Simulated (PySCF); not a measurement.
C₂H₈F₂Si₂, SMILES FC(F)C[SiH2][SiH3].

Geometry: B3LYP-D3(BJ)/def2-SVP. The structure was generated by enumeration, and PubChem lists no compound with its InChIKey, so it may never have been made. Other conformers were not sampled.

Calculation: B3LYP-D3(BJ)/def2-SVP run with PySCF.

Frequencies are harmonic and unscaled.

```
mode  ν (cm⁻¹)  IR (km/mol)  moving atoms (share of kinetic energy)
----  --------  -----------  --------------------------------------
1           40          1.1                 F 57 %, Si 26 %, H 11 %
2           71          1.6          F 34 %, Si 29 %, H 28 %, C 9 %
3           99          0.1                 H 76 %, F 12 %, Si 10 %
4          127          0.5         H 32 %, Si 25 %, F 22 %, C 21 %
5          202          2.1         C 29 %, F 26 %, H 23 %, Si 22 %
6          358         10.2                 H 56 %, F 24 %, Si 16 %
7          365         21.1                 H 51 %, F 25 %, Si 21 %
8          424          0.2                         Si 75 %, H 14 %
9          451          6.7                  H 43 %, F 29 %, C 23 %
10         510         13.9                  H 71 %, Si 15 %, F 8 %
11         551          2.5         H 53 %, F 24 %, C 13 %, Si 10 %
12         570          0.9          F 43 %, H 35 %, Si 13 %, C 9 %
13         670          1.2                  H 79 %, Si 10 %, C 9 %
14         713         19.8                          H 65 %, C 29 %
15         787        165.1                 H 59 %, C 20 %, Si 17 %
16         841        153.0                   H 60 %, C 27 %, F 9 %
17         889        109.3                         H 82 %, Si 10 %
18         940         12.7                                  H 97 %
19         943         30.5                                  H 97 %
20         955        108.0                                  H 96 %
21         979         53.7                  H 52 %, C 33 %, F 13 %
22        1100        170.0                  C 56 %, F 29 %, H 15 %
23        1140        103.1                  C 53 %, H 32 %, F 15 %
24        1204         17.0                   H 57 %, C 35 %, F 8 %
25        1223         52.6                          H 57 %, C 40 %
26        1392         24.8                          H 86 %, C 12 %
27        1404         31.7                          H 77 %, C 22 %
28        1441         48.7                          H 77 %, C 23 %
29        2202         74.5                                  H 98 %
30        2211         29.7                                  H 97 %
31        2214         69.4                                  H 97 %
32        2223        130.4                                  H 96 %
33        2230        114.8                                  H 96 %
34        3048         34.7                                  H 92 %
35        3054          6.7                                  H 94 %
36        3113          2.6                           H 91 %, C 9 %
```
